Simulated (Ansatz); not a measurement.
Cl₃Lu, charge -1, doublet, geometry from GFN2-xTB (such geometries of metal compounds can be far from the true shape) (the multiplicity is a formal guess) (core potentials on Lu) (a gas-phase anion, which may not be bound at this level). Base run: PBE0/def2-SVP (Ansatz, a program for electronic structure).

Ansatz was given this input:
Ansatz 0.2 input:
```yaml
crystal:
  periodic: [false, false, false]
  atoms:
    - {symbol: Lu, position_ang: [0.04761349, 0.14468794, 0.09037466]}
    - {symbol: Cl, position_ang: [2.12369389, -0.53361945, -0.74776567]}
    - {symbol: Cl, position_ang: [-0.86805685, -1.14788636, 1.81185352]}
    - {symbol: Cl, position_ang: [-1.45449340, 1.07722089, -1.44153497]}
basis:
  gaussian:
    orbitals: def2-SVP
hamiltonian:
  xc: pbe0
total_charge: -1
magnetization: {spin_polarized: true, initial_magnetization: 1}
```

The base run was repeated with changes; each row names its change, and settings that it needs were set with it.

```tsv
change	ΔE vs base (mEh)
base	0.000
lower_state_search = off	0.000
fitting.mean_field = def2-universal-JKFIT	0.023
final_grid = 4, 8, 17	-0.229
final_grid = 10, 20, 41	0.002
point_charge = charge:0.5 position_ang:5.1095, 0.6192, 0.972	-54.499
point_charge = charge:-1.0 position_ang:-3.1559, -4.2133, 1.1946	90.623
point_charge = charge:1.0 position_ang:-1.9418, 0.9639, -4.9023	-107.8
accuracy = high	-0.001
lower_state_search = light	0.000
final_grid = 6, 12, 29	0.019
```

A gas-phase anion may not be bound at this level; its values then depend on the basis.
